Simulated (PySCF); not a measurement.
Diatomics of I with the fifth-period p block

MP2 with triple-zeta basis sets in PySCF, for the lowest determinant that a PBE0 search found; no spin–orbit coupling. De refers to high-spin ground-configuration atoms.

```tsv
M	basis	reference, frozen orbitals	state (unpaired electrons)	Re (Å)	ωe (cm⁻¹)	De (eV)
In	x2c-TZVPPall	RHF, 36	singlet (closed shell)	2.744	182	3.77
Sn	x2c-TZVPPall	UHF, 36	doublet (π ↑)	2.698	203	3.00
Sb	def2-TZVPP	UHF, 8	triplet (π ↑↑)	2.676	209	2.16
I	x2c-TZVPPall	RHF, 36	singlet (closed shell)	2.655	228	1.96
```

The shortest bond is that of I2 (2.655 Å), the longest that of InI (2.744 Å).

The rows differ in basis set, which adds steps of its own.

The state changes along the series, so neighbouring rows are not always alike in their bonding.

Correlated steps freeze the inner cores (8 to 36 orbitals); shallow outer-core shells are correlated. Spin–orbit coupling is left out, which matters for elements this heavy, above all for dissociation energies. Where the molecule has an RHF reference, its open-shell atoms are computed with UHF. States were picked by a PBE0 search and need not be the measured ground states.
